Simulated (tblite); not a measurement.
Species: C4H7BO2Si.
Structure used (GFN2-xTB), in Å, numbered top down from 1:
```
atom  x, y, z in Å
O1     2.603    0.934    0.860
B2     1.859    0.012    0.179
O3     2.516   -1.018   -0.405
C4     0.308    0.050    0.040
C5    -0.493    1.094    0.329
C6    -1.920    0.919    0.119
C7    -2.299   -0.276   -0.352
Si8   -0.773   -1.370   -0.589
H9     2.110    1.645    1.265
H10    3.465   -0.988   -0.279
H11   -0.133    2.050    0.696
H12   -2.598    1.733    0.343
H13   -3.332   -0.517   -0.540
H14   -0.778   -2.533    0.301
H15   -0.539   -1.726   -1.988
```

Computed with GFN2-xTB (tblite): harmonic, unscaled wavenumbers at the GFN2-xTB geometry, gas phase. The method is semi-empirical: single wavenumbers can be off by several per cent or more. Modes of hydrogen on silicon can be 10 to 20 % off. One conformer, not necessarily the lowest.

Harmonic wavenumbers (cm⁻¹): 26.2, 110.0, 120.3, 232.5, 290.5, 367.3, 380.6, 459.5, 462.3, 531.7, 538.3, 585.9, 591.3, 616.0, 630.8, 651.8, 742.1, 744.2, 797.2, 869.3, 912.3, 935.9, 953.3, 1002.4, 1037.7, 1115.6, 1239.8, 1255.0, 1280.1, 1312.6, 1539.9, 1612.1, 2238.4, 2258.7, 3008.7, 3047.9, 3098.2, 3614.4, 3658.5.

A = 3288, B = 1210, C = 899.1 MHz; mass 126.031 u (most abundant isotopes); point group C1, symmetry number 1.

Q: What is the zero-point energy?

A: ½Σν̃ = 22435 cm⁻¹ = 268.38 kJ/mol.

Q: Give the ideal-gas entropy at 298.15 K and 1 bar in the rigid-rotor, harmonic-oscillator model (classical rotation).

A: Translation 169.18, rotation 120.86, vibration 101.91: S = 391.9 J/(mol K).

Q: And Cp and H(298.15 K) − H(0)?

A: Cp = 151.38 J/(mol K), of which vibrations give 118.12 (their classical limit is 39 R = 324.3); H(298.15 K) − H(0) = 26.22 kJ/mol without the zero-point energy, 16.30 from vibrations.

Q: Blend soft modes into free rotors: weight 1/[1 + (100 cm⁻¹/ν̃)⁴] for the oscillator and the rest for a rotor with moment μB/(μ + B), μ = h/(8π²ν), B = 10⁻⁴⁴ kg m². What vibrational entropy results?

A: 92.59 J/(mol K) in place of 101.91, which changes −T·S at 298.15 K by +2.78 kJ/mol.

Q: Which modes carry the vibrational entropy at 298.15 K?

A: 26.2 cm⁻¹: 25.51; 110.0 cm⁻¹: 13.68; 120.3 cm⁻¹: 12.95; 232.5 cm⁻¹: 7.78; 290.5 cm⁻¹: 6.15; 367.3 cm⁻¹: 4.56 J/(mol K); the other 33 give 31.26 together.

Q: How do the functions run with temperature in this model?

A: 
```tsv
T (K)	S (J/(mol K))	Cp (J/(mol K))	H − H(0) (kJ/mol)	G − H(0) (kJ/mol)	ln q(vib)
150	312.9	85.0	8.61	-38.33	2.60
250	367.1	130.9	19.41	-72.37	4.64
400	441.8	187.8	43.57	-133.13	7.97
600	527.8	235.9	86.36	-230.35	12.49
900	632.0	276.8	163.86	-404.97	18.82
```

q(vib) and H(0) count from the zero-point level.

Q: What must be added to the electronic energy to get the Gibbs energy at 298.15 K and 1 bar?

A: ZPE + [H(298.15 K) − H(0)] − T·S = 268.38 + 26.22 − 116.86 = 177.74 kJ/mol.

Hindered rotation and anharmonicity are outside this model. Other conformers, if any are populated, would add a mixing term that is left out. The structure is chiral; the term R ln 2 for an equal mix with its mirror image is left out.
